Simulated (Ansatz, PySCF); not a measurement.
The PySCF input:
```python
from pyscf import gto, scf, mp

mol = gto.M(
    atom='''
C    -2.134011   -1.157509    0.890142
C    -1.019918   -0.587170    0.012336
C    -1.602929    0.461547   -0.961061
C     0.049855    0.020423    0.837435
C     1.423374    0.311012    0.344572
C     1.963004   -0.698744   -0.662656
O     1.473859    1.595580   -0.302654
H    -2.586269   -0.371556    1.491334
H    -1.738869   -1.918188    1.559372
H    -2.908981   -1.607552    0.274010
H    -0.600150   -1.396129   -0.595017
H    -2.085180    1.261425   -0.403374
H    -0.811714    0.890630   -1.569860
H    -2.339564   -0.003340   -1.612389
H    -0.245739    0.499730    1.759160
H     2.105436    0.347677    1.213550
H     1.376708   -0.665178   -1.575803
H     1.933629   -1.700035   -0.242205
H     2.989694   -0.442433   -0.908525
H     1.043879    2.242951    0.266374
''',
    basis='sto-3g',
    charge=0,
    spin=1,
    verbose=4,
)

mf = scf.UHF(mol)
mf.kernel()

pt = mp.MP2(mf, frozen=7)
pt.kernel()
print('E(MP2) = %.10f' % pt.e_tot)
```

Task: Write the same job for Ansatz (a first-principles code).

Result: One answer among several that fit: 
Ansatz 0.2 input:
```yaml
crystal:
  periodic: [false, false, false]
  atoms:
    - {symbol: C, position_ang: [-2.13401126, -1.15750947, 0.89014235]}
    - {symbol: C, position_ang: [-1.01991769, -0.58716968, 0.01233565]}
    - {symbol: C, position_ang: [-1.60292900, 0.46154716, -0.96106109]}
    - {symbol: C, position_ang: [0.04985495, 0.02042341, 0.83743466]}
    - {symbol: C, position_ang: [1.42337374, 0.31101235, 0.34457205]}
    - {symbol: C, position_ang: [1.96300372, -0.69874433, -0.66265601]}
    - {symbol: O, position_ang: [1.47385920, 1.59557992, -0.30265404]}
    - {symbol: H, position_ang: [-2.58626910, -0.37155628, 1.49133412]}
    - {symbol: H, position_ang: [-1.73886860, -1.91818758, 1.55937170]}
    - {symbol: H, position_ang: [-2.90898146, -1.60755191, 0.27401043]}
    - {symbol: H, position_ang: [-0.60014975, -1.39612906, -0.59501737]}
    - {symbol: H, position_ang: [-2.08518019, 1.26142492, -0.40337419]}
    - {symbol: H, position_ang: [-0.81171411, 0.89063049, -1.56986026]}
    - {symbol: H, position_ang: [-2.33956438, -0.00333957, -1.61238938]}
    - {symbol: H, position_ang: [-0.24573898, 0.49972992, 1.75916002]}
    - {symbol: H, position_ang: [2.10543560, 0.34767732, 1.21355023]}
    - {symbol: H, position_ang: [1.37670832, -0.66517776, -1.57580281]}
    - {symbol: H, position_ang: [1.93362914, -1.70003459, -0.24220522]}
    - {symbol: H, position_ang: [2.98969439, -0.44243316, -0.90852479]}
    - {symbol: H, position_ang: [1.04387866, 2.24295108, 0.26637435]}
basis:
  gaussian:
    orbitals: STO-3G
magnetization: {spin_polarized: true, initial_magnetization: 1}
correlation: {method: mp2, electrons: outside_noble_gas}
accuracy: high
```

Both were run: PySCF gave -306.133636 Eh and Ansatz -306.133636 Eh, 0.000 mEh apart.
